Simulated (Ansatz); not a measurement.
Consider the redistribution: `[F][Ge]([F])([Cl])[Br]` + `F[C@H]1C[Si@@H]1F` → `[F][Ge]([F])([F])[Cl]` + `F[C@H]1C[Si@@H]1Br`.

Gas-phase electronic energies from Ansatz, PBE0-D4/def2-TZVP geometries. CBS: MP2 limit from def2 TZ/QZ plus the TZ coupled-cluster correction, frozen cores. DFT in def2-TZVPP. B3LYP here is the variant with VWN-RPA as its local correlation; programs differ in this. For Br, Ge outer-core shells are correlated without core-valence functions, which leaves a few kJ/mol of doubt a bond. Scalar relativity is left out up to krypton.

`[F][Ge]([F])([Cl])[Br]`:

```xyz
5

F    -0.316   -1.500    0.835
Ge   -0.016   -0.058   -0.027
F    -0.735   -0.274   -1.560
Cl    2.058    0.161   -0.277
Br   -0.991    1.672    1.029
```

`F[C@H]1C[Si@@H]1F`:

Z-matrix (Å, degrees):
```
C
C 1 1.547
Si 1 1.838 2 64.9
F 1 1.371 2 116.6 3 119.0
H 1 1.089 2 113.1 3 -111.0
H 2 1.085 1 117.6 3 122.9
H 2 1.090 1 112.8 3 -103.7
F 3 1.593 1 119.7 2 -108.8
H 3 1.472 1 123.3 2 102.7
```

`[F][Ge]([F])([F])[Cl]`:

Cartesian coordinates in Å:
```
F 1.569 0.030 0.694
Ge 0.010 0.042 0.022
F -1.092 0.335 1.281
F -0.078 1.352 -1.054
Cl -0.409 -1.759 -0.944
```

`F[C@H]1C[Si@@H]1Br`:

```xyz
9

F    -1.077    1.813    0.193
C    -0.011    0.952    0.179
C    -0.224   -0.403    0.870
Si    0.116   -0.516   -0.939
Br    2.085   -1.131   -1.709
H     0.905    1.465    0.464
H    -1.266   -0.607    1.110
H     0.455   -0.671    1.672
H    -0.984   -0.900   -1.840
```

| level | ΔE (kJ/mol) | difference from CCSD(T)/CBS |
| --- | --- | --- |
| r2SCAN-D4 | 46.5 | -1.2 |
| PBE0-D4 | 46.6 | -1.1 |
| B3LYP-D4 | 53.5 | 5.8 |
| B2PLYP | 49.5 | 1.8 |
| r2SCAN | 46.6 | -1.1 |
| B3LYP | 52.8 | 5.1 |
| HF/def2-TZVPP | 50.6 | 2.9 |
| SCS-MP2/def2-TZVPP | 45.0 | -2.7 |
| MP2/def2-QZVPP | 45.8 | -1.9 |
| MP2/CBS(def2) | 47.4 | -0.3 |
| CCSD(T)/CBS | 47.7 | 0 |

Largest T1 diagnostic among the species: 0.012.

In def2-TZVPP, CCSD(T) changes the Hartree–Fock value by −6.0 kJ/mol (the triples alone add −1.6 kJ/mol) and MP2 by −6.4 kJ/mol.
